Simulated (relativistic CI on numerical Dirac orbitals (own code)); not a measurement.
## Eu48+: sensitivity of the levels to the model

Base calculation: Dirac-Coulomb-Breit CI, orbitals from a KLI potential per configuration, model QED, unscaled Slater integrals.

CI space (outside the closed core [Ne]): 3s²3p³, 3s3p⁴, 3s²3p²3d, 3p⁵, 3s3p³3d, 3p⁴3d, 3s3p²3d², 3s²3p3d4p, 3p⁴4s, 3s3p²3d4s, 3p⁴4p, 3s²3p²4s, 3s²3p3d², 3s²3d³, 3s3p3d³, 3s²3d²4s, 3p³3d², 3p²3d³, 3p²3d²4s, 3s²3p3d4s, 3s3p3d²4s, 3s²3d4s², 3s3p²3d4p, 3s3p3d²4p, 3p²3d²4p, 3s3p3d4s4p. Double excitations out of closed p, d and f shells are left out; levels of such configurations are missing from the list, as are those of other unlisted configurations, and high levels can miss mixing partners.

Variants: (1) QED terms removed. Shifts of the energy above 3s²3p³ ²P°3/2, in eV, for the lowest level and the first level of each name with at least 55 % of one term (blank where a level changes its place among those of its configuration and J or its character, or is not in the variant):

```
         Level     Base    Δ(1)
 3s²3p³ ²P°3/2    0.000   0.000
 3s²3p³ ²D°5/2  164.045  -0.223
 3s²3p³ ²P°1/2  176.526  -0.220
   3s3p⁴ ⁴P5/2  290.397  +2.091
3s²3p²3d ⁴D1/2  341.390  +0.200
3s²3p²3d ²G9/2  388.340  +0.081
   3s3p⁴ ⁴P3/2  456.843  +1.753
   3s3p⁴ ²D5/2  470.239  +1.739
3s²3p²3d ⁴F9/2  547.049  -0.122
```

At this charge energies of transitions that change n are usually good to better than 1 %, and those within a shell (Δn = 0) to a few per cent.

Ionisation energy from the two ground configurations alone: base 4131.14 eV. The NIST ASD value (theoretical) is 4131 eV.

LS names give the leading component of a level, which can be under half, so a name can repeat, a term be missing and a line seem to break the LS rules.
